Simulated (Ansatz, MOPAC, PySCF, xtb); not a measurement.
The molecule CdSe, closed-shell singlet (lowest of 2S+1 = 1, 3 at CCSD(T)/def2-TZVPP on PBE0 minima; our sources give no spin for the ground state, which may be another). No spin–orbit coupling. Se is treated without relativity.

The constants come from a fifth-degree fit in 1/R (seven points, main isotopes). In def2 and cc sets the state is the lowest found near the PBE0 minimum, followed along R. The singlet is held restricted. HF and MP2 rows in def2 and cc sets belong to the determinant that coupled cluster picked by its CCSD energy.

The values were computed with Ansatz (Gaussian basis) for Hartree–Fock, density functionals and correlated methods; MOPAC for PM3, PM7 (differences of heats of formation); PySCF for 3-21G rows, LANL2DZ rows; xtb for the GFN methods.  In def2 rows elements past Kr take small-core potentials, without spin–orbit coupling.

| level | r_e (Å) | ω_e (cm⁻¹) | α_e (cm⁻¹) | ω_e x_e (cm⁻¹) | dipole (D) |
|---|---|---|---|---|---|
| PM3 | 2.420 | 222 | 1.3e-5 | 0.23 | - |
| PM7 | 2.279 | 354 | 0.00017 | 0.86 | - |
| GFN1-xTB | 2.301 | 319 | 0.00035 | 1.4 | - |
| GFN2-xTB | 2.314 | 281 | 0.00033 | 1.00 | - |
| HF/3-21G | 2.483 | 222 | 0.00028 | 0.97 | 7.42 |
| HF/def2-TZVPP | 2.406 | 243 | 0.00029 | 1.1 | - |
| HF/def2-QZVPP | 2.401 | 246 | 0.00029 | 1.1 | - |
| SVWN5/def2-TZVPP | 2.316 | 278 | 0.00025 | 0.82 | 4.75 |
| PBE/def2-TZVPP | 2.370 | 256 | 0.00025 | 0.82 | 5.03 |
| r2SCAN/def2-TZVPP | 2.343 | 271 | 0.00024 | 0.80 | 5.50 |
| B97M-V/def2-TZVPP | 2.376 | 251 | 0.00027 | 0.94 | 5.19 |
| B3LYP/LANL2DZ | 2.475 | 230 | 0.00024 | 0.83 | 5.75 |
| B3LYP/def2-TZVPP | 2.388 | 246 | 0.00026 | 0.88 | 5.29 |
| PBE0/def2-TZVPP | 2.357 | 263 | 0.00025 | 0.85 | 5.70 |
| BHLYP/def2-TZVPP | 2.378 | 252 | 0.00027 | 0.94 | 6.00 |
| CAM-B3LYP/def2-TZVPP | 2.362 | 257 | 0.00027 | 0.93 | 5.65 |
| wB97X-V/def2-TZVPP | 2.350 | 266 | 0.00026 | 0.93 | 6.20 |
| wB97M-V/def2-TZVPP | 2.357 | 263 | 0.00026 | 0.93 | 6.00 |
| B2PLYP/def2-TZVPP | 2.366 | 259 | 0.00025 | 0.84 | - |
| MP2/def2-TZVPP | 2.334 | 273 | 0.00023 | 0.72 | - |
| MP2/def2-QZVPP | 2.322 | 278 | 0.00023 | 0.71 | - |
| MP2/CBS(def2-TZVPP, def2-QZVPP) | 2.317 | 281 | 0.00023 | 0.72 | - |
| SCS-MP2/def2-TZVPP | 2.359 | 261 | 0.00024 | 0.76 | - |
| SCS-MP2/def2-QZVPP | 2.348 | 265 | 0.00024 | 0.76 | - |
| CCSD/def2-TZVPP | 2.372 | 252 | 0.00027 | 0.87 | - |
| CCSD/def2-QZVPP | 2.358 | 260 | 0.00026 | 0.88 | - |
| CCSD(T)/def2-TZVPP | 2.368 | 256 | 0.00026 | 0.85 | - |
| CCSD(T)/def2-QZVPP | 2.356 | 263 | 0.00025 | 0.84 | - |
| CCSD(T)/CBS(def2-TZVPP, def2-QZVPP) | 2.350 | 267 | 0.00024 | 0.83 | - |

Correlated levels freeze the inner cores; with def2 sets outer-core shells near the valence are correlated too. CBS(a, b) extrapolates the correlation energy as X⁻³ and adds the Hartree–Fock energy of set b. Rows in 3-21G, LANL2DZ carry no dispersion term and start afresh at each structure; the Pople sets are all-electron and without relativity. LANL2DZ brings its own core potentials from Na on. The state that PM3, PM7 reach isn't checked; PM7 holds dispersion and hydrogen-bond terms.

Doubts at one or more of the structures used: a restricted determinant that unrestricted orbitals would lower (HF/def2-TZVPP, HF/def2-QZVPP, B2PLYP/def2-TZVPP, MP2/def2-TZVPP, MP2/def2-QZVPP, MP2/CBS(def2-TZVPP, def2-QZVPP), SCS-MP2/def2-TZVPP, SCS-MP2/def2-QZVPP, CCSD/def2-TZVPP, CCSD/def2-QZVPP, CCSD(T)/def2-TZVPP, CCSD(T)/def2-QZVPP, CCSD(T)/CBS(def2-TZVPP, def2-QZVPP)).

Ansatz is a program for electronic structure.
